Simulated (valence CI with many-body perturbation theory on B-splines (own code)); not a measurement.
**Ho²⁷⁺: magnetic and hyperfine properties of the levels**

Computed by valence CI with perturbative core correlation (CI+MBPT): four valence electrons over a frozen Dirac-Fock core [Kr], radial functions for each j: 7 s, 7 p, 8 d, 6 f, 4 g, 1 h, with the one-electron correlation potential Σ1 (screened to all orders), the two-electron term Σ2, the three-electron term Σ3, Breit, model QED; selected single and double excitations, second order for the rest, scaled by the run's own slope (own B-spline code, finite nucleus).

No measured spectrum was set against this ion. As an estimate, large intervals hold to a few tenths of a per cent, small ones and those within an open d or f shell to about a per cent. The list stops below the first excitations out of the core.

A/g_I is the dipole constant over the nuclear g factor μ/I (μ in nuclear magnetons, uniformly magnetised nucleus), B/Q the quadrupole constant per barn. Both hold the static response of the core; the bare values leave it out. Large factors of s and p1/2 electrons are usually good to 5 to 10 %; those of open d and f shells near neutrality can be off by tens of per cent, and small factors of p3/2, d and f electrons come from cancelling terms and can be off by a factor of two or in sign, in half-filled shells by more. B is blank for J = 1/2, where it vanishes, and for nearly pure S terms. Energies count from the lowest level. Levels with J = 0 are left out.

Levels are named by their leading jj configuration (3d3/2^4 stands for four electrons in 3d with j = 3/2), which in mixed levels can hold well under half, so a name can repeat and another be missing. Letters in brackets count levels of one name in rising energy.

```csv
Level,E (cm⁻¹),g,A/g_I (MHz),A/g_I bare,B/Q (MHz/b),B/Q bare
(4d3/2^3 4d5/2) J=1,58138,1.497,-1260,-503,3540,3380
(4d3/2^3 4d5/2) J=2,86752,1.339,4500,4940,5830,5580
(4d3/2^3 4d5/2) J=4,91710,1.116,9310,9320,-482,-527
(4d3/2^3 4d5/2) J=3,98123,1.241,7380,7620,3280,3130
(4d3/2^2 4d5/2^2) J=4 [a],148970,1.157,7580,7680,-3740,-3630
(4d3/2^2 4d5/2^2) J=2 [a],152000,1.090,5180,5190,6990,6710
(4d3/2^2 4d5/2^2) J=3 [a],154430,1.079,7390,7360,1750,1670
(4d3/2^2 4d5/2^2) J=5,166630,1.082,8810,8770,8450,8080
(4d3/2^2 4d5/2^2) J=1,172830,1.186,9090,9230,404,368
(4d3/2^2 4d5/2^2) J=6,175630,1.088,9260,9230,9930,9490
(4d3/2^2 4d5/2^2) J=4 [b],186120,1.031,10100,9990,-3640,-3460
(4d3/2^2 4d5/2^2) J=3 [b],187490,1.126,9470,9490,3240,3110
(4d3/2^2 4d5/2^2) J=2 [b],188960,1.114,8600,8620,2780,2660
(4d3/2^2 4d5/2^2) J=2 [c],220190,1.021,12000,11900,-768,-753
(4d3/2^2 4d5/2^2) J=4 [c],221230,1.227,6250,6470,8410,8060
(4d3/2 4d5/2^3) J=3 [a],239260,1.138,5620,5700,1080,1060
(4d3/2^2 4d5/2^2) J=4 [d],246400,1.105,7090,7100,1300,1230
(4d3/2 4d5/2^3) J=1 [a],251880,0.859,10300,9850,3890,3710
(4d3/2 4d5/2^3) J=5,252560,1.147,7540,7620,-5700,-5480
(4d3/2^2 4d5/2^2) J=2 [d],254860,1.276,6940,7250,-2970,-2820
(4d3/2 4d5/2^3) J=6,256790,1.073,8770,8710,11800,11400
(4d3/2 4d5/2^3) J=2 [a],276040,1.010,10200,10000,8240,7860
(4d3/2 4d5/2^3) J=3 [b],279690,1.088,8510,8480,4310,4170
(4d3/2 4d5/2^3) J=3 [c],313710,1.062,9450,9370,12600,12100
(4d3/2 4d5/2^3) J=1 [b],314320,1.449,1190,1840,-5600,-5350
(4d3/2 4d5/2^3) J=4,319470,1.035,9570,9450,11400,11000
(4d3/2 4d5/2^3) J=2 [b],325520,1.104,8740,8740,-9360,-8970
(4d5/2^4) J=4,343840,1.160,6460,6570,-10800,-10300
(4d5/2^4) J=2,377960,1.025,7510,7380,923,884
```
